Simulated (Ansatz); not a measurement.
`C[SiH2]BCl` + CH₃NH₂ → `CNBCl` + `C[SiH3]` at 700 K and 1 bar (cleavage of the B–Si bond).

Computed with Ansatz on PBE0-D4/def2-TZVP structures; ΔE is electronic, products minus reactants. CCSD(T)/CBS adds triple-zeta CCSD(T) − MP2 to the extrapolated MP2 energy (def2 sets, frozen cores). This one scheme is used for every species. One conformer a species, not always the lowest.

```
     species  CCSD(T)/CBS energy (Eh)  H − E (kJ/mol)  S (J/(mol·K))
`C[SiH2]BCl`               -815.33859           250.5          457.1
      CH₃NH₂                -95.75281           207.6          296.6
     `CNBCl`               -580.41629           242.5          390.5
   `C[SiH3]`               -330.73916           210.8          332.0
```

H − E and S are ideal-gas, rigid-rotor, harmonic terms from PBE0-D4/def2-TZVP, for one conformer and one mirror image of each species. 1 Eh = 2625.50 kJ/mol, R = 8.31446 J/(mol·K).

**Question.** By hand: ΔE, ΔH, ΔS and ΔG.

**Answer.** ΔE = (-580.41629) + (-330.73916) − (-815.33859) − (-95.75281) = -0.06405 Eh = -168.2 kJ/mol. Δ(H − E) = 242.5 + 210.8 − 250.5 − 207.6 = -4.8, so ΔH = -173.0 kJ/mol. ΔS = 390.5 + 332.0 − 457.1 − 296.6 = -31.2 J/(mol·K). ΔG = -173.0 − 700 × (-31.2)/1000 = -151.2 kJ/mol.

**Question.** By hand: the equilibrium constant, and the temperature at which ΔG would vanish if ΔH and ΔS stayed fixed.

**Answer.** log₁₀ K = −ΔG/(RT ln 10) = 11.3. ΔG = 0 at ΔH/ΔS = 5545 K, far beyond where these terms or the molecules hold.

ΔH outweighs TΔS. A doubt of 5 kJ/mol in ΔE shifts log₁₀ K by 0.4 here. Other conformers and mirror images would add mixing entropy, several J/(mol·K) or more a flexible species. Modes under 60 cm⁻¹, often nearly free rotors, make the harmonic entropy too high. These are equilibria of isolated gas molecules and say nothing of rates. Largest T1 diagnostic: 0.012 (customary marks: 0.02 for closed shells, 0.045 for open ones).
